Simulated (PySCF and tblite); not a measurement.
Results of a calculation; reference values are marked as such.
System: C7H15N, numbered as in [CH3:1][C:2]1([CH3:3])[CH2:4][CH2:5][CH2:6][CH2:7][NH:8]1.

Motion: pyramidal inversion at N8. GFN2-xTB gives an electronic barrier of 5.3 kcal/mol and a reaction energy of 0.5 kcal/mol.

(1) What does CAM-B3LYP/pcSseg-1 + D3(BJ), IEF-PCM benzene give on GFN2-xTB geometries?

Programs: tblite and PySCF.

Answers

(1) A barrier of 4.4 kcal/mol, 0.9 below the tight-binding barrier (from unrounded values), a reaction energy of -0.4 kcal/mol and, with GFN2-xTB thermal terms, ΔG‡(298 K) = 3.2 kcal/mol and k = 2.7×10¹⁰ s⁻¹ (1 equivalent path).
